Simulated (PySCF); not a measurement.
C₄H₅, SMILES [CH]=CC=C, multiplicity 2.

Geometry: B3LYP-D3(BJ)/def2-SVP. The isomer is the one that the SMILES or the coordinates give; other isomers of the formula were not compared. One conformer was computed; it need not be the lowest.

Calculation: ωB97X/def2-TZVPD (PySCF).

| Quantity | Result |
|---|---|
| total energy | -155.30915 hartree |
| point group | Cs |
| α spin, highest occupied and lowest empty level | -9.33 and 1.09 eV |
| β spin, highest occupied and lowest empty level | -9.07 and -0.06 eV |
| dipole moment | 0.72 D |
| quadrupole, principal values (traceless, Buckingham form, about the centre of nuclear charge) | -5.17, -0.79, 5.96 D·Å |
| mean static polarisability | 54.6 bohr³ (8.10 Å³) |
| polarisability, principal values | 36.2, 44.3, 83.4 bohr³ |
| ⟨S²⟩ | 0.779 (pure state 0.75) |
